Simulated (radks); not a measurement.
Q: Excited configurations of Al III: one electron is placed in a higher orbital outside [Ne]. The ground configuration is [Ne] 3s1. Method: Dirac Kohn-Sham, PBE, spin-unpolarised, spherical densities, point nucleus; open shells fill j = l - 1/2 first; computed with a radial shooting solver on a logarithmic mesh with Libxc functionals. Excitation = E - E(ground); binding = E(ion) - E, where the ion is the core of charge +3; n* = 3/sqrt(2 binding) in atomic units, and the quantum defect is n - n*.

outer orbital  excitation (eV)  binding (eV)     n*  quantum defect  eigenvalue (eV)  <r> (bohr)
3p1/2                    6.544        21.898  2.365           0.635          -17.915       2.538
4f5/2                   20.789         7.653  4.000          0.000           -6.185       5.990
5p1/2                   21.757         6.685  4.280           0.720           -5.748       9.033
6s1/2                   23.469         4.974  4.962           1.038           -4.331       12.58
7p1/2                   25.244         3.198  6.188           0.812           -2.797       19.37

Estimate the row for 5f5/2.

A: excitation (eV) 23.394; binding (eV) 5.048; n* 4.925; quantum defect 0.075; eigenvalue (eV) -4.247; <r> (bohr) 10.31. The Delta-SCF ionisation energy is 28.442 eV (NIST Atomic Spectra Database: 28.448 eV, measured). Self-interaction in the functional shifts the binding energies and quantum defects, so they are the method's values and not measured ones. Spin polarisation and multiplet splitting are left out, so open shells lie too high by an amount that depends on their filling.

Beside tabulated values, note that spin-unpolarised runs miss the spin-polarisation part of the exchange energy of open shells.
